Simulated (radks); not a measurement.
Values are calculated unless marked as measured or tabulated.
Q: Neutral ytterbium, [Xe] 4f14 6s2. Level of theory: non-relativistic Kohn-Sham, r2SCAN, spin-polarised, spherical densities, point nucleus; meta-GGA in the generalised Kohn-Sham scheme (a radial shooting solver on a logarithmic mesh with Libxc functionals). Every spin shell is full or empty, so the densities are truly spherical. Functionals are evaluated on that one density, not self-consistently. Rank these orbital-free kinetic functionals by their error against the exact value of the orbitals, and give that value: Thomas-Fermi, von Weizsacker, TF + vW, TF + vW/9, TF + vW/5, LC94, APBEK, revAPBEK, Perdew 92, Thakkar, Pearson, LKT, PG1, Ernzerhof.

A: Exact: 13392.0 hartree. From best to worst, with 100 (|E| - |E exact|)/|E exact| (equal figures are ties): APBEK -0.01, LC94 -0.04, revAPBEK +0.14, Ernzerhof -0.54, Perdew 92 -0.75, TF + vW/9 -0.76, Thakkar -0.80, Pearson -0.93, TF + vW/5 +2.54, Thomas-Fermi -4.88, PG1 +13.04, LKT +16.71, TF + vW +32.22, von Weizsacker -62.90.
